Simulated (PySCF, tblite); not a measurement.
Species: C₆H₇NO.
Bonds: C1–C2 (triple), C2–C3, C3–O4 (double), C3–N5, N5–C6, C6–C7, C7–C8 (double). Hydrogens: H9 on C1; H10 on N5; H11, H12 on C6; H13 on C7; H14, H15 on C8.

Computed with GFN2-xTB (tblite), gas phase: Langevin dynamics at 400 K from the optimised GFN2-xTB geometry, time step 0.5 fs, friction 0.01 fs⁻¹, 2000 steps. Over the second half of the run the saved frames average 446 K.

Frame at 250 fs, instantaneous temperature 379 K:
```
atom  x, y, z in Å
C1      3.179    1.065   -1.052
C2      2.418    0.358   -0.461
C3      1.351   -0.386    0.159
O4      1.383   -1.218    1.003
N5      0.160    0.138   -0.296
C6     -1.086   -0.582   -0.030
C7     -2.058    0.170    0.747
C8     -3.364   -0.076    0.633
H9      3.939    1.573   -1.705
H10     0.196    0.697   -1.170
H11    -0.769   -1.495    0.652
H12    -1.586   -0.927   -0.892
H13    -1.610    0.774    1.562
H14    -3.776   -0.676   -0.173
H15    -4.050    0.570    1.256
```

Frame at 425 fs, instantaneous temperature 441 K:
```
atom  x, y, z in Å
C1      2.602    1.795   -0.700
C2      2.024    0.868   -0.207
C3      1.343   -0.246    0.432
O4      1.879   -0.861    1.309
N5      0.096   -0.411   -0.101
C6     -0.762   -1.435    0.350
C7     -2.056   -0.819    0.722
C8     -3.328   -1.280    0.498
H9      3.063    2.543   -1.227
H10    -0.241    0.367   -0.644
H11    -0.170   -1.955    1.159
H12    -1.003   -2.318   -0.349
H13    -1.981    0.244    0.901
H14    -3.632   -2.323    0.287
H15    -4.311   -0.725    0.581
```

Frame at 625 fs, instantaneous temperature 436 K:
```
atom  x, y, z in Å
C1      1.781    2.836   -0.560
C2      1.533    1.782   -0.009
C3      1.061    0.478    0.445
O4      1.580   -0.221    1.328
N5     -0.030    0.020   -0.268
C6     -0.571   -1.308    0.058
C7     -1.850   -1.022    0.689
C8     -2.990   -1.696    0.578
H9      2.187    3.681   -0.928
H10    -0.247    0.430   -1.204
H11     0.179   -1.648    0.715
H12    -0.647   -1.917   -0.851
H13    -1.909   -0.196    1.326
H14    -3.040   -2.635   -0.015
H15    -3.783   -1.476    1.240
```

Frame at 800 fs, instantaneous temperature 330 K:
```
atom  x, y, z in Å
C1      2.098    2.628    0.808
C2      1.589    1.582    0.547
C3      0.879    0.331    0.664
O4      0.935   -0.282    1.745
N5      0.268   -0.061   -0.487
C6     -0.497   -1.311   -0.692
C7     -1.545   -1.615    0.422
C8     -2.865   -1.839    0.220
H9      2.956    3.316    0.875
H10     0.335    0.527   -1.317
H11     0.228   -2.020   -0.770
H12    -0.904   -1.394   -1.677
H13    -1.114   -1.619    1.467
H14    -3.248   -1.887   -0.740
H15    -3.443   -2.048    1.098
```

Frame at 1000 fs, instantaneous temperature 464 K:
```
atom  x, y, z in Å
C1      1.832    2.860    1.003
C2      1.648    1.689    0.788
C3      1.217    0.295    0.936
O4      1.186   -0.384    1.909
N5      0.941   -0.287   -0.287
C6     -0.002   -1.405   -0.287
C7     -1.392   -1.049   -0.512
C8     -2.268   -1.986   -0.725
H9      2.095    3.923    0.891
H10     0.674    0.334   -1.015
H11    -0.075   -1.824    0.763
H12     0.357   -2.120   -1.050
H13    -1.666    0.017   -0.334
H14    -1.940   -3.028   -1.011
H15    -3.327   -1.928   -0.982
```

**Question.** What do single points at PBE0/pcSseg-1 (PySCF, gas phase) give on these frames?

**Answer.** 
```json
{"t (fs)": "250", "GFN2-xTB E above start (eV)": "0.62", "DFT E above lowest frame (eV)": "0.00", "HOMO (eV)": "-7.43", "LUMO (eV)": "-1.10", "dipole (D)": "3.78"}
{"t (fs)": "425", "GFN2-xTB E above start (eV)": "0.68", "DFT E above lowest frame (eV)": "0.07", "HOMO (eV)": "-7.40", "LUMO (eV)": "-0.96", "dipole (D)": "3.79"}
{"t (fs)": "625", "GFN2-xTB E above start (eV)": "0.56", "DFT E above lowest frame (eV)": "0.00", "HOMO (eV)": "-7.39", "LUMO (eV)": "-1.28", "dipole (D)": "3.62"}
{"t (fs)": "800", "GFN2-xTB E above start (eV)": "0.90", "DFT E above lowest frame (eV)": "0.27", "HOMO (eV)": "-7.59", "LUMO (eV)": "-1.18", "dipole (D)": "3.87"}
{"t (fs)": "1000", "GFN2-xTB E above start (eV)": "0.76", "DFT E above lowest frame (eV)": "0.29", "HOMO (eV)": "-7.63", "LUMO (eV)": "-1.23", "dipole (D)": "3.50"}
```

The two levels order the frames alike by energy but for pairs within 0.08 eV at one level; measured from each level's lowest frame they differ by 0.09 eV at most. The HOMO–LUMO gap runs from 6.11 to 6.44 eV. These are instantaneous structures, not minima.

**Question.** And the isotropic GIAO shieldings (ppm) from the same runs?

**Answer.** 
```tsv
atom	250 fs	425 fs	625 fs	800 fs	1000 fs	mean	range
C1	102.3	109.7	102.5	101.1	100.4	103.2	9.3
C2	104.8	102.1	101.9	96.2	101.1	101.2	8.6
C3	34.6	34.6	24.2	26.5	30.0	30.0	10.4
O4	-73.7	-82.5	-116.1	-140.1	-109.0	-104.3	66.4
N5	107.6	122.8	99.0	128.9	120.1	115.7	29.9
C6	137.7	144.9	145.5	139.7	137.5	141.1	8.0
C7	31.2	36.1	36.7	32.0	42.8	35.8	11.6
C8	64.3	50.0	62.0	58.6	70.3	61.0	20.3
H9	27.3	30.5	30.6	27.6	28.0	28.8	3.3
H10	25.7	26.6	25.2	26.1	27.8	26.3	2.6
H11	24.5	25.6	26.5	29.1	24.9	26.1	4.6
H12	29.2	26.9	28.6	29.0	27.8	28.3	2.3
H13	24.9	25.8	26.2	23.2	25.4	25.1	3.0
H14	25.7	25.5	25.8	26.4	25.8	25.8	0.9
H15	25.5	24.7	26.4	25.8	26.1	25.7	1.7
```

What follows is the cost of the whole dynamics run. The run took 12 s of wall time on an Intel Xeon Platinum 8488C with one thread, no GPU, on a shared host, and the process peaked at 0.19 GiB of memory.
